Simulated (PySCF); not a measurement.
RbF, SMILES [Rb][F]. The structure is a stationary point at PBE-D3(BJ)/def2-TZVPD. The def2 effective core potentials stand for the cores of Rb; spin–orbit coupling is left out.

Computed equilibrium geometry at PBE-D3(BJ)/def2-TZVPD (PySCF confirms it by a frequency run) as a Z-matrix, and its point group:
point group C∞v.
```
Rb
F 1 2.3688
```
